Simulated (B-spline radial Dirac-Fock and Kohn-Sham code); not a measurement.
Z = 65 (terbium), transition energy 99.9 keV. The computed values come from an atomic code on a B-spline grid: a Dirac-Hartree-Slater potential of the neutral atom with a Latter tail (no hole, which puts coefficients of high multipoles low close above an edge), finite nucleus with surface currents. Subshells that would emit electrons below 1 keV are left out.

Task: A pure transition shows α(K) = 0.252, L1/L2 = 4.51 and L1/L3 = 3.68. What is its multipolarity?
A. M4
B. E2
C. E1
D. M2
E. M3
F. E4
G. M1
H. E3

Result: C. For comparison, α(K), L1/L2, L1/L3 are E2 1.14, 0.198, 0.197; E3 4.08, 0.0286, 0.0318; E4 14.3, 0.0192, 0.0226; M1 1.87, 11.7, 70.7; M2 15.8, 8.36, 5.03; M3 81.2, 5.85, 1.02; M4 379, 4.43, 0.437.
